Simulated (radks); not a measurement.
Values are calculated unless marked as measured or tabulated.
Fractional charge and spin in the 6s shell of lanthanum: the spin-up occupation runs from 0 to 1 and the spin-down occupation from 0 to 1; the fullest corner is La, [Xe] 5d(up 0.5, down 0.5) 6s(up 1, down 1). Level of theory: scalar-relativistic Kohn-Sham, BLYP, spin-polarised, spherical densities, point nucleus (a radial shooting solver on a logarithmic mesh with Libxc functionals). Energy (eV) minus the two flat planes that join the four corners (they meet along the diagonal where the two added fractions sum to one electron); zero is where a piecewise linear energy would lie.

down \ up       0    0.25     0.5    0.75       1
0           0.000  -0.483  -0.641  -0.478   0.000
0.25       -0.483  -0.613  -0.422   0.083  -0.433
0.5        -0.641  -0.422   0.111  -0.380  -0.572
0.75       -0.478   0.083  -0.380  -0.546  -0.424
1           0.000  -0.433  -0.572  -0.424   0.000

Corners above the fullest one (they belong to La+ and the next ion): (up 1, down 0) 5.759 eV, (up 0, down 1) 5.759 eV, (up 0, down 0) 16.831 eV. With half an added electron in each spin the energy lies 0.111 eV from the planes, and with half an added electron in spin up alone -0.641 eV. The planes are only a guide here: the flat-plane condition holds for ground states with one frontier orbital, while this shell lies below other occupied shells, so the corners above the fullest one are inner-hole states and not the ground states of those ions.
